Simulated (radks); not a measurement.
Q: Calculated with a radial shooting solver on a logarithmic mesh with Libxc functionals: non-relativistic Kohn-Sham, LDA (Slater exchange, Perdew-Wang correlation), spin-polarised, spherical densities, point nucleus. Response by self-consistent Sternheimer equations with the Hartree and adiabatic LDA kernel. Estimate the static dipole polarisabilities of Ne ([Ne]) and Al3+ ([Ne]) and the C6 coefficients of the three pairs.

A: alpha = 3.052 and 0.2834 bohr^3; C6 = 7.396 (Ne-Ne), 1.181 (Ne-Al3+), 0.2659 (Al3+-Al3+) hartree bohr^6.
